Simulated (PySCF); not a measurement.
C2H9FSi3. Atoms are numbered in the order given.

```xyz
15

F     -0.8966    -0.9464    -2.1801
C     -0.8088    -0.0740    -1.1064
C     -2.1013     0.0054    -0.2721
Si    -1.3256     0.5662     1.3974
Si     0.4696    -0.4888     0.3063
Si     2.6329     0.3901     0.1060
H     -0.5713     0.9292    -1.5093
H     -2.9116     0.5939    -0.7312
H     -2.4744    -1.0219    -0.1129
H     -1.2054     2.0474     1.5251
H     -1.9637     0.0084     2.6218
H      0.4744    -1.9594     0.5691
H      2.5317     1.8390    -0.2404
H      3.3677     0.2544     1.3984
H      3.4051    -0.3076    -0.9643
```
Charge 0, spin multiplicity 1.

Geometry optimised at B3LYP-D3(BJ)/def2-SVP. The structure was generated by enumeration; whether it is a known compound was not checked.

The numbers are results of PBE/pcSseg-1 run with PySCF, not measurements.

GIAO shieldings, no solvent; atoms listed in one row are averaged. δ = σ(ref) − σ: ¹⁹F against CFCl3 (σ = 133.6 ppm); ¹³C against TMS (σ = 182.0 ppm); ²⁹Si against TMS (σ = 335.4 ppm); ¹H against TMS (σ = 31.49 ppm), references at their B3LYP-D3(BJ)/def2-TZVP geometries, non-relativistic.

Computed chemical shifts:
```tsv
nucleus	atoms	count	δ (ppm)
¹⁹F	F1	1	-194.1
¹³C	C2	1	94.7
¹³C	C3	1	30.9
²⁹Si	Si5	1	-46.3
²⁹Si	Si4	1	-87.3
²⁹Si	Si6	1	-109.7
¹H	H7	1	5.46
¹H	H12	1	4.93
¹H	H11	1	4.41
¹H	H10	1	4.13
¹H	H13, H14, H15	3	4.02
¹H	H8	1	2.77
¹H	H9	1	2.46
```
